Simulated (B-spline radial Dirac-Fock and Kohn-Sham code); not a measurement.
## The Ge atom: differential elastic cross section for electrons at 22.6 keV

Level of theory: relativistic (Dirac) partial waves in the static field of the Dirac-Fock atom with Furness-McCarthy exchange, without polarisation or absorption potentials; a radial B-spline solver.

```
θ (°)  dσ/dΩ (a₀²/sr)  Sherman function
    0             185             0.000
   10           0.712             0.001
   20          0.0688             0.001
   30          0.0170             0.001
   40         0.00636            -0.003
   50         0.00299            -0.011
   60         0.00162            -0.022
   70        0.000978            -0.034
   80        0.000640            -0.046
   90        0.000448            -0.057
  100        0.000331            -0.065
  110        0.000257            -0.070
  120        0.000208            -0.071
  130        0.000175            -0.067
  140        0.000153            -0.060
  150        0.000138            -0.048
  160        0.000128            -0.034
  170        0.000123            -0.018
  180        0.000121             0.000
```

The total elastic cross section is 0.828 a₀², the first transport cross section 0.0116 a₀² and the second, weighted with (3/2) sin²θ, 0.0268 a₀². The mean deflection is ⟨1 − cos θ⟩ = 0.0140, and 0.18 % of the collisions scatter beyond 90°.

Phase shifts modulo π (rad) for κ = −1 to −5: -0.541, -1.284, 1.464, 1.210, 1.028.

Values without a named source are computed, but for edge energies of neutral atoms, which are taken from tables.
